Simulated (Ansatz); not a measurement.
Calculation: B3LYP-D3(BJ)/def2-TZVP (Ansatz, a quantum-chemistry and plane-wave program). No frequencies were computed at this level.

Ansatz 0.2 input:
```yaml
crystal:
  periodic: [false, false, false]
  atoms:
    - { symbol: C, position_ang: [1.502069, -0.469708, 0.1414] }
    - { symbol: B, position_ang: [0.003204, -0.000901, -0.009222] }
    - { symbol: C, position_ang: [-1.134214, -1.057552, -0.290426] }
    - { symbol: C, position_ang: [-0.363557, 1.52653, 0.137981] }
    - { symbol: H, position_ang: [1.793563, -1.170436, -0.639059] }
    - { symbol: H, position_ang: [2.22469, 0.342594, 0.152032] }
    - { symbol: H, position_ang: [1.613768, -1.010933, 1.081388] }
    - { symbol: H, position_ang: [-1.785543, -1.135395, 0.580338] }
    - { symbol: H, position_ang: [-1.7777, -0.742643, -1.110582] }
    - { symbol: H, position_ang: [-0.772203, -2.058034, -0.51448] }
    - { symbol: H, position_ang: [-1.428668, 1.722203, 0.237869] }
    - { symbol: H, position_ang: [-0.021322, 2.062902, -0.747567] }
    - { symbol: H, position_ang: [0.145913, 1.991374, 0.980327] }
basis:
  gaussian: { orbitals: def2-tzvp }
hamiltonian:
  xc: b3lyp
  dispersion: d3bj
relax:
  max_steps: 150
```

Output:

```
Functional definition: B3LYP
1105 factors; their error is unknown
mean field evaluation 1: about -3920.9997 eV, gradient 8.4e1 eV
mean field evaluation 2: about -3913.8292 eV, gradient 9.2e1 eV
mean field evaluation 4: about -3936.6545 eV, gradient 3.7e0 eV
mean field evaluation 8: about -3936.6892 eV, gradient 1.3e-2 eV
mean field evaluation 16: about -3936.6657 eV, gradient 5.8e-5 eV
mean field -3936.66572624 eV, -144.6697970716 hartree, gradient 5.8e-5 eV, S^2 0.000000; 0 other end points of the search recorded, 0 dependent functions left out
reference -3936.66601294 eV, -144.6698076076 hartree; 16, 16 occupied and 162, 162 virtual orbitals, 1105 factors
relax step   1: F+E_penalty+E_count = -3937.02972465 eV  Δ(F+E_penalty+E_count) = +0.000e0 eV  max|allowed force component| = 3.637e-1 eV/Å  Δτ_max = 0.0000 Å  (26 SCF iters, accepted)
these checks for a lower state are left out or cut short: starts, cluster_reference, orbital_swaps, neighbouring_geometries, increment
1105 factors; their error is unknown
mean field -3936.67570794 eV, -144.6701638922 hartree, gradient 1.3e-5 eV, S^2 0.000000; 0 other end points of the search recorded, 0 dependent functions left out
reference -3936.67599491 eV, -144.6701744379 hartree; 16, 16 occupied and 162, 162 virtual orbitals, 1105 factors
relax step   2: F+E_penalty+E_count = -3937.04062242 eV  Δ(F+E_penalty+E_count) = -1.090e-2 eV  max|allowed force component| = 1.504e-1 eV/Å  Δτ_max = 0.0160 Å  (28 SCF iters, accepted)
these checks for a lower state are left out or cut short: starts, cluster_reference, orbital_swaps, neighbouring_geometries, increment
1105 factors; their error is unknown
mean field -3936.67690837 eV, -144.6702080071 hartree, gradient 1.3e-5 eV, S^2 0.000000; 0 other end points of the search recorded, 0 dependent functions left out
reference -3936.67719542 eV, -144.6702185562 hartree; 16, 16 occupied and 162, 162 virtual orbitals, 1105 factors
relax step   3: F+E_penalty+E_count = -3937.04231103 eV  Δ(F+E_penalty+E_count) = -1.689e-3 eV  max|allowed force component| = 1.269e-2 eV/Å  Δτ_max = 0.0155 Å  (29 SCF iters, accepted)
these checks for a lower state are left out or cut short: starts, cluster_reference, orbital_swaps, neighbouring_geometries, increment
1105 factors; their error is unknown
mean field evaluation 32: about -3936.7014 eV, gradient 4.8e-1 eV
mean field -3936.67693254 eV, -144.6702088955 hartree, gradient 1.3e-5 eV, S^2 0.000000; 0 other end points of the search recorded, 0 dependent functions left out
reference -3936.67721960 eV, -144.6702194445 hartree; 16, 16 occupied and 162, 162 virtual orbitals, 1105 factors
relax step   4: F+E_penalty+E_count = -3937.04233852 eV  Δ(F+E_penalty+E_count) = -2.749e-5 eV  max|allowed force component| = 1.155e-2 eV/Å  Δτ_max = 0.0030 Å  (28 SCF iters, accepted)
these checks for a lower state are left out or cut short: starts, cluster_reference, orbital_swaps, neighbouring_geometries, increment
1105 factors; their error is unknown
mean field -3936.67693980 eV, -144.6702091623 hartree, gradient 1.3e-5 eV, S^2 0.000000; 0 other end points of the search recorded, 0 dependent functions left out
reference -3936.67722689 eV, -144.6702197125 hartree; 16, 16 occupied and 162, 162 virtual orbitals, 1105 factors
relax step   5: F+E_penalty+E_count = -3937.04234278 eV  Δ(F+E_penalty+E_count) = -4.263e-6 eV  max|allowed force component| = 2.994e-2 eV/Å  Δτ_max = 0.0076 Å  (28 SCF iters, accepted)
these checks for a lower state are left out or cut short: starts, cluster_reference, orbital_swaps, neighbouring_geometries, increment
1105 factors; their error is unknown
mean field -3936.67697830 eV, -144.6702105770 hartree, gradient 1.3e-5 eV, S^2 0.000000; 0 other end points of the search recorded, 0 dependent functions left out
reference -3936.67726538 eV, -144.6702211272 hartree; 16, 16 occupied and 162, 162 virtual orbitals, 1105 factors
relax step   6: F+E_penalty+E_count = -3937.04237817 eV  Δ(F+E_penalty+E_count) = -3.539e-5 eV  max|allowed force component| = 9.594e-3 eV/Å  Δτ_max = 0.0029 Å  (29 SCF iters, accepted)
1105 factors; their error is unknown
mean field evaluation 64: about -3936.7017 eV, gradient 1.3e-1 eV
mean field -3936.67697830 eV, -144.6702105770 hartree, gradient 1.3e-5 eV, S^2 0.000000; 1 other end points of the search recorded, 0 dependent functions left out
reference -3936.67726538 eV, -144.6702211272 hartree; 16, 16 occupied and 162, 162 virtual orbitals, 1105 factors
Total energy: -3937.04266526 eV, -144.6836493248 hartree
Atom 0 at     1.500375    -0.457319     0.134818 Å, force     0.005461    -0.000299     0.003011 eV/Å
Atom 1 at     0.004652    -0.000576    -0.008296 Å, force    -0.006955    -0.007660    -0.003511 eV/Å
Atom 2 at    -1.121516    -1.059704    -0.290897 Å, force     0.004653     0.005560     0.001113 eV/Å
Atom 3 at    -0.372528     1.516138     0.145364 Å, force     0.002119     0.009594     0.000623 eV/Å
Atom 4 at     1.793789    -1.153410    -0.656995 Å, force    -0.001628    -0.001094    -0.001875 eV/Å
Atom 5 at     2.230649     0.352351     0.184351 Å, force    -0.000844     0.001736     0.000483 eV/Å
Atom 6 at     1.586891    -1.033687     1.066493 Å, force     0.000685    -0.001092     0.000806 eV/Å
Atom 7 at    -1.782539    -1.110355     0.584123 Å, force    -0.001067    -0.000728     0.000324 eV/Å
Atom 8 at    -1.769020    -0.734927    -1.112748 Å, force    -0.000233     0.001003    -0.000563 eV/Å
Atom 9 at    -0.769147    -2.070432    -0.503073 Å, force     0.000491    -0.002210     0.000210 eV/Å
Atom 10 at    -1.439597     1.721773     0.247762 Å, force    -0.001590    -0.000846    -0.000144 eV/Å
Atom 11 at    -0.026370     2.034173    -0.760276 Å, force    -0.001780    -0.001800    -0.000046 eV/Å
Atom 12 at     0.164360     1.995975     0.969373 Å, force     0.000689    -0.002163    -0.000431 eV/Å
Dipole moment:    -0.002100     0.000796     0.004079 e Å
```

Cost: about 60 core-seconds (a rough figure).
